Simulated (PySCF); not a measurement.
C3H5B.
Structure used (PBE0-D3(BJ)/def2-SVP), in Å, numbered top down from 1:
```
atom  x, y, z in Å
B1    -1.3117    0.7863    0.0005
C2    -0.4134   -0.4944   -0.0878
C3     1.0267   -0.3198   -0.1579
C4     2.2253   -0.1542   -0.2110
H5    -0.8561    1.9013   -0.0736
H6    -2.5051    0.6331    0.1262
H7    -0.6933   -1.1659    0.7473
H8    -0.7853   -1.0424   -0.9794
H9     3.2883   -0.0095   -0.2589
```

The calculation used TDDFT PBE0/def2-SVPD, vertical, gas phase, core orbitals frozen in the response (PySCF).

Transition dipole moments from the ground state, in atomic units and in the frame of the coordinates above (overall signs are arbitrary), for the states with f of 0.002 or more among the lowest 5:

```tsv
state	E (eV)	μx	μy	μz
S2	5.090	-0.235	0.184	0.017
S5	6.791	-0.185	0.110	0.010
```

Problem. Work out the oscillator strengths.

Solution. f = (2/3) ΔE |μ|² with ΔE in hartree (27.2114 eV).

```
state  |μ|² (au)  |μ| (D)      f
   S2      0.089     0.76  0.011
   S5      0.046     0.55  0.008
```

Problem. Which bond between heavy atoms lies closest to the direction of the S2 transition dipole?

Solution. B1–C2, at 17° from it; next C2–C3 and C3–C4 at 45°.

Problem. How is the summed strength of these states shared among x, y and z?

Solution. (2/3) Σ ΔE μα² gives 0.013 for x, 0.006 for y and 0.000 for z, 0.019 in all.

Problem. What peak molar absorption coefficient would the strongest computed level give as a lone Gaussian band 0.5 eV wide at half height?

Solution. ε(max) = 2.175×10⁸ f / FWHM, with the width in cm⁻¹. S2: 2.175×10⁸ × 0.0111 / 4033 ≈ 600 L mol⁻¹ cm⁻¹.

One conformer stands for the species.
